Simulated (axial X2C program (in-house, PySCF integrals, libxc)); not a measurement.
## AlTa: bond constants with and without spin–orbit coupling

Computed with an axial X2C code built on PySCF integrals. Spin-free means the one-electron spin-free X2C Hamiltonian; two-component (2c) means X2C with spin–orbit coupling and atomic mean-field two-electron Coulomb and Gaunt terms, so the difference of the two also holds small scalar two-electron terms. Basis: Ta dyall-cv3z [13s14p9d7f4g], Al dyall-v3z [8s8p2d1f] (cores contracted in-house); Gaussian nuclei, density fitting, unrestricted open shells. Masses: Ta 180.948 u, Al 26.982 u.

Input file and command:
```json
{"zs": [73, 13], "q": 0, "bas": ["dyall-cv3z", "dyall-v3z"], "levels": ["PBE0", "HF", "BHandHLYP"], "cc": true, "r0": 2.72, "thr": -1.0, "nmax": 90, "npts": 10, "nst": 2, "ntry": 6}
```
```bash
python so2c.py task.json out
```

Keys: zs atomic numbers; q charge; bas basis sets; levels methods; cc coupled cluster on or off; r0 starting distance in Å; thr threshold in hartree for freezing inner shells (an s shell follows its p shell); nmax most natural virtual spinors; npts points on the curve; nst determinants followed; ntry starts of the search. HF also brings MP2.

State, spin-free: M_S = 2, Λ = 2 (beyond evenly filled blocks: σα, π+α, π-α, δ+α); electrons by block: σα: 18, σβ: 17, π+α: 9, π+β: 8, π-α: 9, π-β: 8, δ+α: 4, δ+β: 3, δ-α: 3, δ-β: 3, φ+α: 1, φ+β: 1, φ-α: 1, φ-β: 1. Fragments: Ta + Al.

State, 2c: Ω = 4 (⟨Sz⟩ = 1.97, ⟨Lz⟩ = 2.03 at PBE0); electrons by block: 1/2: 26, -1/2: 26, 3/2: 12, -3/2: 11, 5/2: 5, -5/2: 4, 7/2: 1, -7/2: 1. Fragments: Ta + Al.

```json
{"Hamiltonian": "spin-free", "level": "PBE0", "Re (Å)": "2.618", "ωe (cm⁻¹)": "286.7", "Be (cm⁻¹)": "0.1047", "αe (cm⁻¹)": "0.000489", "De (eV)": "2.09", "μ (D)": "-0.68"}
{"Hamiltonian": "spin-free", "level": "HF", "Re (Å)": "2.633", "ωe (cm⁻¹)": "285.7", "Be (cm⁻¹)": "0.1035", "αe (cm⁻¹)": "0.000504", "De (eV)": "0.869", "μ (D)": "0.69"}
{"Hamiltonian": "spin-free", "level": "CCSD", "Re (Å)": "2.639", "ωe (cm⁻¹)": "283.3", "Be (cm⁻¹)": "0.1031", "αe (cm⁻¹)": "n/a", "De (eV)": "1.61", "μ (D)": "n/a"}
{"Hamiltonian": "spin-free", "level": "CCSD(T)", "Re (Å)": "2.644", "ωe (cm⁻¹)": "280.7", "Be (cm⁻¹)": "0.1027", "αe (cm⁻¹)": "n/a", "De (eV)": "1.75", "μ (D)": "n/a"}
{"Hamiltonian": "spin-free", "level": "BHandHLYP", "Re (Å)": "2.622", "ωe (cm⁻¹)": "280.4", "Be (cm⁻¹)": "0.1044", "αe (cm⁻¹)": "0.000535", "De (eV)": "1.43", "μ (D)": "-0.49"}
{"Hamiltonian": "2c", "level": "PBE0", "Re (Å)": "2.618", "ωe (cm⁻¹)": "285.6", "Be (cm⁻¹)": "0.1048", "αe (cm⁻¹)": "0.000492", "De (eV)": "n/a", "μ (D)": "-0.65"}
{"Hamiltonian": "2c", "level": "BHandHLYP", "Re (Å)": "2.623", "ωe (cm⁻¹)": "278.0", "Be (cm⁻¹)": "0.1043", "αe (cm⁻¹)": "0.000548", "De (eV)": "n/a", "μ (D)": "-0.45"}
```

Correlated methods: 8 electrons correlated (number of frozen shells: Ta 5 s, 4 p, 2 d, 1 f; Al 2 s, 1 p), 288 virtual spin orbitals or spinors in MP2, 90 natural virtuals in coupled cluster.

Dipoles are positive if Al is the positive end.

Dissociation energies refer to the lowest single-determinant-based atoms at the same level and basis. De is not given where an atomic determinant may have missed its ground term or J level, or where the truncated virtual space spoils (T). Density functionals use the spin component along the axis (collinear). Coupled cluster ran in a truncated set of natural virtual spinors; the MP2 energy of the rest was added. (T) has no such correction and the atoms are truncated less, which lowers De at CCSD(T) by a hundredth of an eV or more. Without a current term, density functionals place determinants with orbital angular momentum somewhat too high. The state is one determinant with fixed occupations, lowest in a PBE0 search at one distance only: followed along the bond, the 2c determinant Ω = 3 reaches 0.03 eV lower at PBE0, at Re = 2.525 Å, so the state shown is not the lowest. With several unpaired electrons one determinant need not be a pure state. A state of lower Ω lies just above, and one determinant can place such states too high, so the state shown need not be the lowest. The search has Ω = 3 only 0.01 eV up. The outer-core s and p shells of the metal are frozen in the correlated rows, which leaves out core–valence correlation; for alkali and alkaline-earth bonds that tends to lengthen them. Open-shell Ω = 0 determinants with evenly filled partner blocks cannot be reached by this program, so the Ω shown need not be the lowest component. The determinant is spin-polarised beyond a pure state at some levels (its spin-free form has ⟨S²⟩ too high), which makes Re and μ there less reliable. The T1 diagnostic is large, a sign of multireference character. The stretched end of a curve changes character and is left out. With the outer-core shells frozen, correlated bond lengths of heavy atoms tend to come out a few hundredths of an ångström too long.

No reliable constants came from CCSD (2c), CCSD(T) (2c), HF (2c), MP2 (2c), MP2 (spin-free): no minimum in range, unconverged points, a curve that is not smooth, a change of character along it, or the two Hamiltonians disagreeing along it.

Rough cost a point (2c) on 1 thread(s) of a shared host, integrals apart: PBE0 1.8 s, BHandHLYP 2.1 s.

The whole task took 5.2 min on 1 thread of Arm Neoverse V1, with other jobs on the host.
